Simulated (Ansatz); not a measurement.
Reaction (ligand exchange at a B–C bond): `BC1(B)C[SiH2]1` + `[AsH3]` → `B[AsH2]` + `BC1C[SiH2]1`

Gas-phase electronic energies from Ansatz, PBE0-D4/def2-TZVP geometries. CCSD(T)/CBS is the MP2 limit (def2-TZVPP, def2-QZVPP) plus CCSD(T) − MP2 in def2-TZVPP, frozen cores. Functionals use def2-TZVPP. B3LYP here is the variant with VWN-RPA as its local correlation; programs differ in this. For As outer-core shells are correlated without core-valence functions, which leaves a few kJ/mol of doubt a bond. Scalar relativity is left out up to krypton.

`BC1(B)C[SiH2]1`:

Cartesian coordinates in Å:
```
B -1.458 -0.722 -0.385
C 0.019 -0.522 -0.051
B 0.529 -0.820 1.358
C 0.961 0.095 -1.090
Si 0.134 1.379 -0.076
H -2.228 -1.011 0.482
H -1.857 -0.580 -1.510
H 1.703 -0.756 1.611
H -0.246 -1.109 2.220
H 0.652 0.001 -2.127
H 2.022 -0.066 -0.925
H -1.052 2.102 -0.575
H 0.822 2.009 1.068
```

`[AsH3]`:

Z-matrix (Å, degrees):
```
As
H 1 1.522
H 1 1.522 2 92.0
H 1 1.522 2 92.0 3 -92.1
```

`B[AsH2]`:

Cartesian coordinates in Å:
```
B 0.687 -0.631 0.010
As -0.490 0.859 -0.548
H 1.689 -0.392 0.613
H 0.474 -1.731 -0.398
H -1.848 0.211 -0.394
H -0.512 1.684 0.718
```

`BC1C[SiH2]1`:

```xyz
11

B    -0.252   -0.016   -1.518
C     0.097    0.779   -0.299
C    -0.563    0.598    1.053
Si    0.550   -0.826    0.669
H     0.430    0.060   -2.499
H    -1.206   -0.748   -1.507
H     0.951    1.454   -0.315
H    -0.279    1.302    1.828
H    -1.627    0.381    1.033
H     1.923   -0.842    1.209
H    -0.023   -2.142    0.347
```

Question: Is it downhill or uphill in electronic energy at CCSD(T)/CBS, and by how much? (An estimate is asked.)

Answer: Ansatz gave: Uphill: ΔE = +0.24 eV.

Question: What do these levels give: r2SCAN-D4, B3LYP-D4, ωB97M-V, PBE, r2SCAN, PBE0, HF/def2-TZVPP, MP2/def2-TZVPP, SCS-MP2/def2-TZVPP, HF/def2-QZVPP, SCS-MP2/def2-QZVPP, CCSD/CBS(def2)? (Best estimate.)

Answer: Ansatz gave: r2SCAN-D4 0.20, B3LYP-D4 0.26, ωB97M-V 0.28, PBE 0.14, r2SCAN 0.19, PBE0 0.18, HF/def2-TZVPP 0.28, MP2/def2-TZVPP 0.26, SCS-MP2/def2-TZVPP 0.27, HF/def2-QZVPP 0.29, SCS-MP2/def2-QZVPP 0.27, CCSD/CBS(def2) 0.24 eV.

Largest T1 diagnostic among the species: 0.014.

The D4 term adds +0.06 eV with B3LYP and +0.03 eV with PBE0; it sums over pairs of atoms, weighted by their polarisabilities, and B3LYP, whose exchange is more repulsive, gets the larger term. From PBE to PBE0 (25 % exact exchange), in def2-TZVPP and without D4, ΔE moves by +0.03 eV.
